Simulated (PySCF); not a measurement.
## Excitation energy of Sn²⁺ by level of theory

Sn²⁺ [Kr] 4d10 5s2 (1S) → Sn²⁺ [Kr] 4d10 5s1 5p1 (3P), as a difference of total energies. Calculation: PySCF 2.14, in x2c-TZVPPall; the spin-free X2C one-electron Hamiltonian (Gaussian nucleus). Correlated levels: valence: [Kr] 4d10 frozen. The calculations carry no spin-orbit coupling.

| method | excitation energy (eV) |
| --- | --- |
| UHF | 5.662 |
| MP2 (valence) | 6.272 |
| SCS-MP2 (valence) | 6.443 |
| CCSD (valence) | 6.496 |

How much does correlation contribute at MP2 (valence)?

6.272 − (5.662) = 0.610 eV, measured against UHF.

The basis was made for the ground configuration and has no added diffuse functions, so the excitation energy can come out too high.

With two correlated electrons CCSD is exact in that space.
